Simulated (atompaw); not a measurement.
Logarithmic derivatives: bromine (Br), PAW (atompaw)

| Item | Value |
| --- | --- |
| Element | bromine |
| Generator | atompaw 4.2.0.5 |
| Type | PAW |
| Functional | LDA (PW92) |
| Relativity | scalar-relativistic |
| Frozen core | [Ne] 3s2 |
| Valence charge | 23 |
| Reference configuration | 3p6 3d10 4s2 4p5 |
| Partial waves | 4s (bound): rc 1.45 bohr; 4s channel at 3.15 Ry: rc 1.45 bohr; 3p (bound): rc 0.90 bohr; 4p (bound): rc 1.15 bohr; 3d (bound): rc 0.85 bohr; 3d channel at -4.55 Ry: rc 0.85 bohr |
| Local potential | bessel scheme, radius 1.00 bohr |
| Core correction | smooth core density matched at 1.00 bohr |
| Augmentation charge | besselshape compensation charge, radius 1.10 bohr; PAW radius 1.45 bohr; waves and projectors: custom polynom vanderbiltortho |

The phase is arctan(r·u′/u) with u = r·R(r), unwrapped; energies in Ry, scanned from -15 to 5 Ry. A pole is an energy at which the radial function vanishes at the test radius. The pseudo phase is shifted by a multiple of π to meet the all-electron one at the reference energy, and phase errors are pseudo minus all-electron; the curves can meet again beyond the range given. Levels narrower than the energy grid can be missing from the lists of poles.

Question: For each channel, where are the poles, and over which energies does the pseudopotential scatter like the atom?

Answer:

| channel | radius (bohr) | reference energy (Ry) | poles, all-electron | poles, pseudo | unbroken range about the reference energy with phases within 0.05 rad | phase error 1 Ry above the reference energy (rad) |
| --- | --- | --- | --- | --- | --- | --- |
| s | 1.45 | -1.49 | none | -13.08 | above -12.8 | -0.000 |
| p | 1.45 | -0.59 | -12.62 | -12.62 | the whole range | +0.000 |
| d | 1.45 | -4.92 | -4.66 | -4.66 | the whole range | +0.000 |

Note: ghost state, extra bound levels that the all-electron valence spectrum of the same l lacks: s at -178.6 eV. A true bound ghost makes a file unfit for plane-wave use.

Phases in the p channel:

```tsv
E (Ry)	all-electron	pseudo
-15.00	1.360	1.360
-14.52	1.351	1.351
-14.04	1.336	1.336
-13.56	1.308	1.308
-13.08	1.189	1.190
-12.60	-1.592	-1.592
-12.12	-1.724	-1.724
-11.64	-1.755	-1.755
-11.16	-1.771	-1.771
-10.68	-1.783	-1.783
-10.20	-1.793	-1.793
-9.72	-1.803	-1.803
-9.24	-1.813	-1.812
-8.76	-1.823	-1.822
-8.28	-1.833	-1.833
-7.80	-1.844	-1.844
-7.32	-1.857	-1.856
-6.84	-1.870	-1.870
-6.36	-1.885	-1.885
-5.88	-1.902	-1.902
-5.40	-1.922	-1.921
-4.92	-1.944	-1.944
-4.44	-1.970	-1.970
-3.96	-2.002	-2.002
-3.48	-2.040	-2.040
-3.00	-2.088	-2.088
-2.52	-2.148	-2.148
-2.04	-2.227	-2.227
-1.56	-2.332	-2.332
-1.08	-2.478	-2.478
-0.60	-2.683	-2.683
-0.12	-2.960	-2.960
0.36	-3.294	-3.293
0.84	-3.623	-3.623
1.32	-3.891	-3.890
1.80	-4.087	-4.086
2.28	-4.228	-4.227
2.76	-4.330	-4.329
3.24	-4.407	-4.406
3.72	-4.466	-4.465
4.20	-4.513	-4.512
4.68	-4.552	-4.550
```
